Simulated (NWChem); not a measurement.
**Ionisation of C2HF2**

```xyz
5

C      0.5880    -1.2994     0.0000
C      0.0660    -0.0962     0.0000
F      0.7557     1.0182     0.0000
F     -1.2228     0.1719     0.0000
H      0.2795    -2.3377     0.0000
```
Charge 0, spin multiplicity 2.

Everything below was run with NWChem. Structure: optimised with UPBE0/def2-SVP, a minimum by its harmonic frequencies.

Basis set: def2-SVPD. The species with one electron less has spin multiplicity 3 and keeps the geometry of the parent. Δ marks differences of total energies (open shells unrestricted). −ε marks an orbital energy of the parent. That orbital need not have the symmetry of the hole or added electron in the Δ rows.

The structure started from a generated list of species. The unpaired electrons of the parent sit in orbitals of symmetry a" (Cs labels of the run); other states weren't searched. No SCF solution was tested for a lower state. Open-shell Hartree-Fock references start from PBE0 orbitals.

One of these methods gave a first vertical ionisation energy of 7.65 eV. Which?
(A) −ε(beta HOMO) of PBE
(B) ΔBHandHLYP
(C) −ε(beta HOMO) of BHandHLYP
(D) −ε(beta HOMO) of HF

C, −ε(beta HOMO) of BHandHLYP. The others give 6.54 (−ε(beta HOMO) of PBE), 8.82 (ΔBHandHLYP), 9.72 (−ε(beta HOMO) of HF).
